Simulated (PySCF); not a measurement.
How methods differ on the excitation energy of Tc(2+)

Tc(2+) [Kr] 4d5 (6S) → Tc(2+) [Kr] 4d4 5s1 (6D), as a difference of total energies. Calculation: PySCF 2.14, in ANO-RCC-VTZP (7s6p4d2f1g, 68 functions); scalar relativity by spin-free X2C-1e. Correlated levels: valence: [Kr] frozen. The calculations carry no spin-orbit coupling.

```
           method  excitation energy (eV)
              UHF                   5.775
    MP2 (valence)                   5.955
SCS-MP2 (valence)                   5.835
   CCSD (valence)                   5.948
CCSD(T) (valence)                   5.948
```

**Question.** How much does correlation contribute at CCSD(T) (valence)?

**Answer.** 5.948 − (5.775) = 0.173 eV, measured against UHF.

A first-order spin-orbit estimate (lowest level to lowest level, LS coupling) adds -0.177 eV.

The basis was made for the ground configuration and has no added diffuse functions, so the excitation energy can come out too high.
